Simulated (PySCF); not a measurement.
Ga(H)2(iPr) (C₃H₉Ga), SMILES C[CH]([GaH2])C.

The structure is a stationary point at B3LYP-D3(BJ)/def2-SVP. The structure was generated by enumeration; whether it is a known compound was not checked.

These are TDA-CAM-B3LYP/def2-SVPD (PySCF) values and carry that method's errors.

Vertical excitations. Gas-phase values at a fixed geometry. State labels are in the subgroup Cs.

Computed UV-visible absorptions:
| state | symmetry | energy (eV) | λ (nm) | f | main pairs |
|---|---|---|---|---|---|
| S1 | A' | 4.42 | 281 | 0.002 | HOMO→LUMO 98 % |
| S2 | A" | 5.29 | 234 | 0.000 | HOMO−1→LUMO 99 % |
| S3 | A' | 6.72 | 184 | 0.004 | HOMO→LUMO+1 81 %, HOMO→LUMO+2 16 % |
| S4 | A' | 7.26 | 171 | 0.007 | HOMO−2→LUMO 89 % |
| S5 | A" | 7.47 | 166 | 0.001 | HOMO−3→LUMO 97 % |
| S6 | A' | 7.49 | 166 | 0.308 | HOMO→LUMO+2 45 %, HOMO→LUMO+3 33 %, HOMO→LUMO+1 10 %, HOMO−2→LUMO 7 % |
| S7 | A' | 7.86 | 158 | 0.065 | HOMO→LUMO+3 62 %, HOMO→LUMO+2 27 % |
| S8 | A" | 7.88 | 157 | 0.017 | HOMO→LUMO+4 71 %, HOMO−1→LUMO+1 17 % |
| S9 | A" | 7.96 | 156 | 0.153 | HOMO−1→LUMO+1 76 %, HOMO→LUMO+4 15 % |
| S10 | A" | 8.13 | 152 | 0.039 | HOMO−1→LUMO+2 85 % |
| T1 | A' | 4.07 | 305 | 0 | HOMO→LUMO 97 % |
| T2 | A" | 4.79 | 259 | 0 | HOMO−1→LUMO 97 % |
| T3 | A' | 6.26 | 198 | 0 | HOMO→LUMO+2 62 %, HOMO→LUMO+1 21 % |
| T4 | A' | 6.80 | 182 | 0 | HOMO→LUMO+1 66 %, HOMO→LUMO+3 15 % |
Triplets are in the Tamm–Dancoff approximation.
